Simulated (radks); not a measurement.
The numbers below are computed, except where a source is named.
Problem. These are the eigenvalues of the occupied orbitals of an atom or ion with whole-number occupations (eV). Level of theory: scalar-relativistic Kohn-Sham, LDA (Slater exchange, Perdew-Wang correlation), spin-polarised, spherical densities, finite nucleus; Fermi nuclear charge, rms radius of each element as measured or else 0.836 A^(1/3) + 0.57 fm (a radial shooting solver on a logarithmic mesh with Libxc functionals).

| orbital | eigenvalue |
|---|---|
| 1s down | -5887.413 |
| 1s up | -5887.411 |
| 2s up | -687.1156 |
| 2s down | -685.4487 |
| 2p up | -581.7507 |
| 2p down | -580.4583 |
| 3s up | -96.1058 |
| 3s down | -92.1540 |
| 3p up | -67.7367 |
| 3p down | -63.8709 |
| 3d up | -24.3496 |

Which element is it, and in what charge state? The configuration may be excited. Open shells, if any, are filled with parallel spins first.

Solution. Z = 24, chromium, charge +2: Cr2+ in [Ar] 3d4. The list shows which subshells hold electrons but not how many an open one holds; the 1s level, -216.36 hartree, gives Z - s = 20.8 by -(Z - s)^2/2, which with screening and relativity narrows Z to a few neighbours, and the depths of the outer levels then fix element, charge and occupations together.
